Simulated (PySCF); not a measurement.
HfF2, SMILES [F][Hf][F] (connectivity only; charge and spin as stated), neutral, multiplicity 3. Geometry: PBE0-D3(BJ)/def2-TZVP. The multiplicity is an assumed one; other spin states were not compared. The def2 effective core potentials stand for the cores of Hf; spin–orbit coupling is left out.

Level of theory: PBE0-D3(BJ)/def2-TZVP in PySCF 2.14.0.

Harmonic wavenumbers (cm⁻¹): 92, 613, 635. Rotational constants (GHz): 34.91, 4.157, 3.714; symmetry number 2.

**Question.** Work out the zero-point energy and the ideal-gas rigid-rotor harmonic-oscillator thermochemistry at 298.15 K and 1 atm.

**Answer.** ZPE = ½ Σ hcν = ½ × 1341 cm⁻¹ = 8.02 kJ/mol. H − E(el) = 20.68 kJ/mol. Entropy in J/(mol K): translation 175.81, rotation 94.25, vibration 18.53, spin 9.13, total 297.73. G − E(el) = -68.09 kJ/mol. Cp = 49.65 J/(mol K). Modes under 150 cm⁻¹ make the vibrational entropy uncertain.
